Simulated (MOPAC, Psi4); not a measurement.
Internal rotation in SMILES CSCC#N. Scanned: dihedral C1–S2–C3–C4; all other coordinates were relaxed at B3LYP-D3(BJ)/def2-SVP. Points at φ and −φ are mirror images. Heavy atoms are numbered in the order of the SMILES CSCC#N, hydrogens after them in the order of the atoms that carry them; the mirror image has the same energies with the sign of each dihedral reversed.

- B3LYP-D3(BJ)/def2-TZVP // B3LYP-D3(BJ)/def2-SVP (Psi4)
- PM3, restricted, heats of formation // B3LYP-D3(BJ)/def2-SVP (MOPAC)
- MP2/cc-pVTZ = Psi4 with DF-MP2 (frozen core)/cc-pVTZ // B3LYP-D3(BJ)/def2-SVP

Energies relative to the lowest point of each profile, in kJ/mol:

```tsv
φ / °	B3LYP-D3(BJ)/def2-TZVP	PM3
-150	11.2	5.5
-120	12.7	3.5
-90	5.6	0.0
-60	0.0	0.1
-30	6.0	3.8
0	11.6	6.2
30	6.0	3.8
60	0.0	0.1
90	5.6	0.0
120	12.7	3.5
150	11.2	5.5
180	8.3	5.5
```

Task: Predict the corresponding MP2/cc-pVTZ column.

Result: -150: 11.7; -120: 13.9; -90: 6.4; -60: 0.0; -30: 6.3; 0: 12.4; 30: 6.3; 60: 0.0; 90: 6.4; 120: 13.9; 150: 11.7; 180: 8.4 (kJ/mol).
